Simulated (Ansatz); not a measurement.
Several settings on one geometry of the cluster Pb₂S⁺ (that of the charge 1 doublet, PBE-D4/def2-TZVP). Ansatz on 4 threads of Arm Neoverse V1 on a shared host; times are rough.

Cartesian coordinates in Å:
```
Pb 1.3007 -0.7169 1.0195
Pb -0.5733 1.6126 -0.5622
S -0.7274 -0.8957 -0.4574
```

Totals from different functionals, basis sets or treatments of relativity can't be compared as stabilities.

In the def2 sets Pb takes a core potential; there is no spin–orbit coupling. Correlated methods freeze 13 core orbitals; core or outer-core shells of Pb are correlated, in sets that lack core-valence functions.

**Question.** Give the basis size and estimate the energy, ⟨S²⟩ and time of these runs.

| run | method | charge | state | further keys |
| --- | --- | --- | --- | --- |
| 1 | UKS PBE-QIDH/def2-mTZVPP | 1 | doublet | point_charges: [{charge: -1.00, position_ang: [6.187, -0.131, 0.947]}]; scf: {omitted_lower_state_checks: [starts]}; forces asked |
| 2 | UKS B3LYP5/def2-TZVPP | 1 | doublet | scf: {omitted_lower_state_checks: [starts]} |
| 3 | UKS PBE0-DH/def2-mTZVPP | 1 | doublet | point_charges: [{charge: 2.00, position_ang: [4.288, -0.331, -0.140]}]; scf: {lower_state_search: off}; forces asked |
| 4 | ROKS BHLYP-D4/def2-SVP | 1 | doublet | accuracy: high; scf: {lower_state_search: full}; forces asked |

**Answer.** 
```json
{"run": "1", "functions": "99", "energy (Eh)": "-783.0026", "⟨S²⟩": "0.76", "wall time": "8 s"}
{"run": "2", "functions": "142", "energy (Eh)": "-783.7294", "⟨S²⟩": "0.75", "wall time": "3.3 s"}
{"run": "3", "functions": "99", "energy (Eh)": "-783.2238", "⟨S²⟩": "0.77", "wall time": "8.5 s"}
{"run": "4", "functions": "70", "energy (Eh)": "-783.4132", "⟨S²⟩": "–", "wall time": "19 s"}
```
